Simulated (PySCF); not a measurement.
# Correlation energy of Ta⁺ (tantalum, charge +1)

[Xe] 4f14 5d3 6p1, one real determinant (an excited configuration). Computed with PySCF 2.14 in def2-TZVPPD with the def2 core potential (60 electrons) (6s5p3d2f1g, 59 functions), with a scalar-relativistic core potential. Frozen: 5s2 5p6; 4 electrons correlated.

```tsv
level	correlation energy (mhartree)
CCSD	-34.28
(T)	-3.50
CCSD(T)	-37.78
```

Diagnostics: T1 = 0.016, D1 = 0.0366, largest double amplitude 0.334.

**Question.** Is a single reference adequate?

**Answer.** Not fully. The real determinant used has ⟨L²⟩ near 14 against 20 for a pure G term, so it mixes terms. Spin-orbit coupling, absent here, splits the open shell strongly. A double-excitation amplitude exceeds 0.15, a sign of near-degeneracy.

The reference is one real determinant that mixes LS terms of this configuration.
